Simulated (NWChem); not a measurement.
# C2H7BO2; SMILES CCOBO

```xyz
12

B     -0.4595     1.3088     0.3038
H     -1.1243     2.0852     0.9304
O      0.7406     1.6680    -0.2542
H      0.9455     2.5964    -0.0825
O     -0.9401     0.0516     0.1605
C     -0.2292    -0.9609    -0.5639
C      0.6131    -1.8104     0.3791
H     -0.9911    -1.5741    -1.0573
H      0.3976    -0.5032    -1.3365
H     -0.0098    -2.2416     1.1698
H      1.0911    -2.6296    -0.1710
H      1.3987    -1.2071     0.8464
```
Atoms are numbered in this order, from 1.

Geometry: optimised at B3LYP/6-31G* (spherical d).

Give the principal values of the shielding tensors (ppm) of B1, O3, O5, C6, C7 from PBE0/pcSseg-1, GIAO (NWChem), with their diamagnetic and paramagnetic parts as GIAO splits them.


| atom | σ11 | σ22 | σ33 | isotropic | diamagnetic | paramagnetic |
|---|---|---|---|---|---|---|
| B1 | 56.9 | 74.1 | 93.9 | 75.0 | 198.0 | -123.0 |
| O3 | 56.0 | 247.1 | 284.7 | 196.0 | 390.1 | -194.1 |
| O5 | 55.1 | 186.6 | 312.4 | 184.7 | 393.8 | -209.1 |
| C6 | 88.0 | 116.9 | 166.7 | 123.8 | 246.1 | -122.3 |
| C7 | 146.7 | 165.7 | 184.5 | 165.6 | 249.6 | -84.0 |
